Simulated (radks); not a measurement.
Charge is removed step by step from the 4s1/2 level of Cr, starting from [Ar] 3d5 4s1. All-electron calculation, Dirac Kohn-Sham, PBEsol, spin-unpolarised, spherical densities, point nucleus; open shells fill j = l - 1/2 first. Program: a radial shooting solver on a logarithmic mesh with Libxc functionals.

removed (e)  E - E(0) (eV)  eigenvalue (eV)  E minus straight line (eV)
0                    0.000           -4.011                       0.000
0.1                  0.428           -4.560                      -0.258
0.2                  0.912           -5.118                      -0.461
0.3                  1.452           -5.685                      -0.608
0.4                  2.049           -6.259                      -0.697
0.5                  2.704           -6.841                      -0.729
0.6                  3.418           -7.428                      -0.703
0.7                  4.190           -8.022                      -0.617
0.8                  5.022           -8.620                      -0.472
0.9                  5.915           -9.225                      -0.266
1                    6.867           -9.834                       0.000

Removing the whole electron costs 6.867 eV by Delta-SCF, against 4.011 eV from minus the eigenvalue at the starting occupation. Slater's transition state (half an electron removed) gives 6.841 eV. Integrating minus the eigenvalue over the occupation (Janak's theorem) gives 6.867 eV. The mean slope of the eigenvalue, de/dn, is 5.82 eV per electron. Ionisation energy of Cr in the NIST Atomic Spectra Database: 6.767 eV (measured).

Beside tabulated values, note that spin-unpolarised runs miss the spin-polarisation part of the exchange energy of open shells.
